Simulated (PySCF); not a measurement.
# Predicted spectroscopic data

How the numbers were obtained: geometry from GFN2-xTB, shieldings: GIAO PBE0/pcSseg-1, J couplings at B3LYP/pcJ-1 (spin–dipole term left out of most H,H and C,H couplings), in PySCF (one computed conformer, no relativistic terms, no solvent model, one averaged value for each set of equivalent atoms).

Referencing at the same level of theory: 1H (31.72 ppm) and 13C (186.93 ppm) against TMS. Multiplet labels drop J under 1 Hz and among equivalent protons, and merge close values. Unscaled 3J(H,H) run several per cent high. Where no couplings were computed, multiplicities follow the n + 1 count of equivalent neighbours, and m marks all less simple cases (inequivalent or close neighbours, rings, F or P nearby). Acid and N–H amide carbonyl carbons lie up to 10 ppm further downfield in solution (hydrogen bonding). Shifts are as computed. Against solution values, carbons near 30 ppm lie about +3 ppm off and those near 130 ppm about +5 ppm. Of 1211 compounds with measured shifts, 218 miss one by over three times the rms of a fit or turn the order of signals round; such compounds aren't used in these exercises. Groups on amide-type nitrogens are kept apart (slow C–N rotation). OH and NH positions are gas-phase values without hydrogen bonding to other molecules.

Compound 1 (C$_{5}$H$_{8}$). 1H NMR (400 MHz, computed): δ 6.72 (m, 1H), 5.41 (m, 1H), 5.39 (d, J = 18.4 Hz, 1H), 5.39 (m, 1H), 5.29 (q, J = 1.3 Hz, 1H), 1.95 (t, J = 1.5 Hz, 3H). 13C{1H} NMR (computed): δ 150.4, 147.8, 125.1, 120.0, 20.6. Structure: `InChI=1S/C5H8/c1-4-5(2)3/h4H,1-2H2,3H3`.

Compound 2 (C$_{5}$H$_{9}$NO$_{2}$). 1H NMR (400 MHz, computed): δ 5.82 (br, 1H), 4.14 (br, 1H), 3.57 (s, 3H), 3.32 (m, 1H), 1.57 (m, 1H), 0.85 (m, 1H), 0.85 (m, 1H). 13C{1H} NMR (computed): δ 174.5, 62.3, 60.3, 25.2, 15.5. Structure: `CO[C@@H]1C[C@@H]1C(N)=O`.

Compound 3 (C$_{6}$H$_{12}$N$_{2}$OSi). 1H NMR (400 MHz, computed): δ 7.54 (m, 1H), 5.50 (m, 1H), 5.35 (sept, 1H), 4.04 (s, 3H), 0.46 (d, 6H). 13C{1H} NMR (computed): δ 169.8, 145.9, 87.7, 58.5, -2.4. Structure: `COc1ccnn1[SiH](C)C`.
